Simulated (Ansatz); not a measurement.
System: trimethoxy(methyl)silane, C$_{4}$H$_{12}$O$_{3}$Si (charge 0, singlet). 
Geometry from a B3LYP-D3(BJ)/def2-TZVP (Ansatz, a program for electronic structure) optimisation:
SMILES: CO[Si](C)(OC)OC
```xyz
20

Si    -0.0090    -0.0025    -0.1041
C     -0.1701    -0.0472    -1.9579
O     -1.2858    -0.7276     0.6136
C     -2.6245    -0.2658     0.5712
O      0.0652     1.5362     0.4417
C      1.1146     2.4515     0.1809
O      1.3458    -0.7739     0.3861
C      1.5969    -2.1615     0.2501
H     -1.0910     0.4399    -2.2858
H     -0.1878    -1.0745    -2.3278
H      0.6660     0.4648    -2.4390
H     -3.0095    -0.2500    -0.4535
H     -3.2377    -0.9480     1.1600
H     -2.7066     0.7385     0.9942
H      2.0700     2.0676     0.5471
H      0.8878     3.3842     0.6972
H      1.2053     2.6610    -0.8898
H      1.6178    -2.4626    -0.8023
H      2.5713    -2.3749     0.6896
H      0.8374    -2.7504     0.7702
```
Charge 0, spin multiplicity 1.

Property: atomisation energy (electronic, to ground-state atoms), in eV. Correlated levels leave the core frozen unless marked. Open shells are spin-unrestricted. Spin-orbit coupling is left out. Non-relativistic. The coupled-cluster limit lacks core correlation, which all-electron functionals hold. CBS(X,Y): correlation extrapolated as X^-3; Hartree-Fock from the larger set. [CCSD(T)-MP2]/basis is that difference in the basis named.

```
level                                                                 program  atomisation energy (eV)
-------------------------------------------------------------  --------------  -----------------------
revPBE-D3(BJ)/def2-TZVPD                                       Ansatz + dftd3                        …
PBE-QIDH/def2-TZVPD                                                    Ansatz                        …
CCSD/cc-pV(T+d)Z                                                       Ansatz                    79.40
RI-MP2/CBS(cc-pV(T+d)Z,cc-pV(Q+d)Z)+[CCSD(T)-MP2]/cc-pV(T+d)Z          Ansatz                    82.64
```

Task: What belongs in the gaps?

Result: 
- revPBE-D3(BJ)/def2-TZVPD, atomisation energy (eV): 81.28
- PBE-QIDH/def2-TZVPD, atomisation energy (eV): 81.52
